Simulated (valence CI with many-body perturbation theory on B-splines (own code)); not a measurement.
**Forbidden lines of Sr XXXIII**

Calculated by relativistic CI+MBPT: four valence electrons over a frozen Dirac-Fock core [He], a basis of 11 s, 11 p, 10 d, 8 f, 5 g, 2 h functions for each j, with the one-electron correlation potential Σ1, the two-electron term Σ2, the three-electron term Σ3, Breit, model QED; selected CI, second order for the rest, scaled by the run's own slope (own B-spline code, finite nucleus).

No measured spectrum was set against this ion. As an estimate, large intervals hold to a few tenths of a per cent, small ones and those within an open d or f shell to about a per cent. Among the levels kept, up to 1100 cm⁻¹ of a level comes from second order outside the variational space, and about a tenth of that is noise between levels of different J, which matters for small intervals.

Lines 1 to 50 of 53 in falling wavelength, among levels below 2751.2 eV, chosen from the decays that carry over 1 % of a level's rate. Wavelengths and rates use the calculated energies. Electric multipoles are in the length gauge, E1 and E2 with the static RPA response of the core. Weak lines are less certain than strong ones. Lines between different terms over intervals too small for the method are left out, as are lines whose strength nearly cancels. The highest levels of a list are the least certain.

Levels are named by their leading jj configuration (3d3/2^4 stands for four electrons in 3d with j = 3/2), which in mixed levels can hold well under half, so a name can repeat and another be missing. Letters in brackets count levels of one name in rising energy.

```
λ vac (nm)                           Upper                       Lower  Type   A (s⁻¹)  Branch %
     113.4          (2s^2 2p1/2 2p3/2) J=2      (2s^2 2p1/2 2p3/2) J=1    M1  4.33e+03      86.9
     19.36          (2s^2 2p1/2 2p3/2) J=1          (2s^2 2p1/2^2) J=0    M1  1.91e+06     100.0
     17.26              (2s^2 2p3/2^2) J=2      (2s^2 2p1/2 2p3/2) J=2    M1  1.95e+06      47.7
     16.53          (2s^2 2p1/2 2p3/2) J=2          (2s^2 2p1/2^2) J=0    E2  6.55e+02      13.1
     14.98              (2s^2 2p3/2^2) J=2      (2s^2 2p1/2 2p3/2) J=1    M1  2.13e+06      52.2
     11.45              (2s^2 2p3/2^2) J=0      (2s^2 2p1/2 2p3/2) J=1    M1  8.02e+06      99.9
    0.5900          (2s^2 2p3/2 3d5/2) J=4            (2s 2p3/2^3) J=2    E2  1.79e+08       4.2
    0.5744          (2s^2 2p3/2 3d5/2) J=4  (2s 2p1/2 2p3/2^2) J=2 [b]    E2  1.89e+08       4.4
    0.5644          (2s^2 2p3/2 3d5/2) J=4      (2s 2p1/2 2p3/2^2) J=3    E2  1.70e+08       4.0
    0.5596          (2s^2 2p3/2 3d5/2) J=4  (2s 2p1/2 2p3/2^2) J=2 [a]    E2  8.81e+07       2.1
    0.5568          (2s^2 2p3/2 3p1/2) J=2          (2s^2 2p3/2^2) J=0    E2  5.96e+09       1.0
    0.5565          (2s 2p3/2^2 3p3/2) J=4            (2s 2p3/2^3) J=2    E2  4.16e+09       6.7
    0.5540          (2s^2 2p1/2 3p1/2) J=1      (2s^2 2p1/2 2p3/2) J=2    E2  2.19e+10      12.3
    0.5531          (2s 2p1/2^2 3p1/2) J=0      (2s 2p1/2^2 2p3/2) J=2    E2  3.63e+10       1.5
    0.5524      (2s 2p1/2 2p3/2 3p3/2) J=4      (2s 2p1/2 2p3/2^2) J=3    E2  6.97e+09      16.3
    0.5513          (2s^2 2p1/2 3p1/2) J=1      (2s^2 2p1/2 2p3/2) J=1    E2  2.08e+10      11.6
    0.5512          (2s^2 2p3/2 3p1/2) J=1          (2s^2 2p3/2^2) J=2    E2  2.58e+10       3.2
    0.5505          (2s^2 2p3/2 3p1/2) J=2          (2s^2 2p3/2^2) J=2    E2  2.79e+10       4.9
    0.5500  (2s 2p1/2 2p3/2 3p3/2) J=0 [b]  (2s 2p1/2 2p3/2^2) J=2 [b]    E2  1.19e+10       1.7
    0.5497          (2s^2 2p1/2 3p1/2) J=0      (2s^2 2p1/2 2p3/2) J=2    E2  3.66e+10       4.2
    0.5484          (2s 2p3/2^2 3p1/2) J=0            (2s 2p3/2^3) J=2    E2  3.32e+10      13.0
    0.5475          (2s^2 2p3/2 3p3/2) J=3          (2s^2 2p3/2^2) J=2    E2  1.33e+10       4.5
    0.5475          (2s^2 2p1/2 3p3/2) J=1      (2s^2 2p1/2 2p3/2) J=2    E2  9.83e+09       1.0
    0.5473          (2s^2 2p3/2 3p3/2) J=1          (2s^2 2p3/2^2) J=2    E2  1.53e+10       4.4
    0.5469          (2s^2 2p1/2 3p3/2) J=2      (2s^2 2p1/2 2p3/2) J=2    E2  1.42e+10       4.8
    0.5448          (2s^2 2p1/2 3p3/2) J=1      (2s^2 2p1/2 2p3/2) J=1    E2  1.11e+10       1.2
    0.5443          (2s^2 2p1/2 3p3/2) J=2      (2s^2 2p1/2 2p3/2) J=1    E2  6.69e+09       2.3
    0.5426          (2s 2p3/2^2 3p3/2) J=4  (2s 2p1/2 2p3/2^2) J=2 [b]    E2  1.21e+09       1.9
    0.5425      (2s 2p1/2 2p3/2 3d5/2) J=5      (2s 2p1/2 2p3/2^2) J=3    M2  3.18e+08       9.7
    0.5425          (2s^2 2p3/2 3d5/2) J=4      (2s 2p1/2^2 2p3/2) J=2    E2  2.11e+08       5.0
    0.5410          (2s^2 2p3/2 3p3/2) J=0          (2s^2 2p3/2^2) J=2    E2  5.05e+10       3.5
    0.5369          (2s^2 2p3/2 3d5/2) J=4          (2s^2 2p3/2^2) J=2    M2  2.96e+08       7.0
    0.5363  (2s 2p1/2 2p3/2 3p3/2) J=0 [b]  (2s 2p1/2 2p3/2^2) J=2 [a]    E2  1.17e+10       1.7
    0.5337          (2s 2p3/2^2 3p3/2) J=4      (2s 2p1/2 2p3/2^2) J=3    E2  1.58e+10      25.5
    0.5316          (2s 2p3/2^2 3p3/2) J=0  (2s 2p1/2 2p3/2^2) J=2 [b]    E2  1.75e+10       1.3
    0.5313      (2s 2p1/2 2p3/2 3p3/2) J=4      (2s 2p1/2^2 2p3/2) J=2    E2  2.54e+10      59.4
    0.5307          (2s^2 2p3/2 3p3/2) J=3      (2s^2 2p1/2 2p3/2) J=2    E2  1.21e+10       4.1
    0.5305          (2s^2 2p3/2 3p3/2) J=1      (2s^2 2p1/2 2p3/2) J=2    E2  1.34e+10       3.9
    0.5294          (2s^2 2p1/2 3p3/2) J=2          (2s^2 2p1/2^2) J=0    E2  1.83e+10       6.2
    0.5294          (2s 2p3/2^2 3p3/2) J=4  (2s 2p1/2 2p3/2^2) J=2 [a]    E2  1.65e+10      26.6
    0.5282          (2s^2 2p3/2 3p3/2) J=3      (2s^2 2p1/2 2p3/2) J=1    E2  1.33e+10       4.5
    0.5246          (2s^2 2p3/2 3p3/2) J=0      (2s^2 2p1/2 2p3/2) J=2    E2  2.05e+10       1.4
    0.5222      (2s 2p1/2 2p3/2 3d5/2) J=5      (2s 2p1/2^2 2p3/2) J=2    E3  3.52e+07       1.1
    0.5207          (2s^2 2p3/2 3d5/2) J=4      (2s^2 2p1/2 2p3/2) J=2    M2  6.23e+07       1.5
    0.5047       (2p1/2^2 2p3/2 3d5/2) J=4  (2s 2p1/2 2p3/2^2) J=2 [a]    E2  2.84e+09       1.4
    0.5027      (2s 2p1/2 2p3/2 3d3/2) J=4      (2s^2 2p1/2 2p3/2) J=2    E2  1.78e+10       2.4
    0.5010       (2p1/2^2 2p3/2 3d3/2) J=2      (2s 2p1/2^2 2p3/2) J=1    E2  4.08e+10       1.1
    0.5006       (2p1/2^2 2p3/2 3d3/2) J=3      (2s 2p1/2^2 2p3/2) J=1    E2  1.57e+10       1.1
    0.4920       (2p1/2^2 2p3/2 3d3/2) J=2      (2s 2p1/2^2 2p3/2) J=2    E2  6.22e+10       1.7
    0.4916       (2p1/2^2 2p3/2 3d3/2) J=3      (2s 2p1/2^2 2p3/2) J=2    E2  8.79e+10       6.1
```
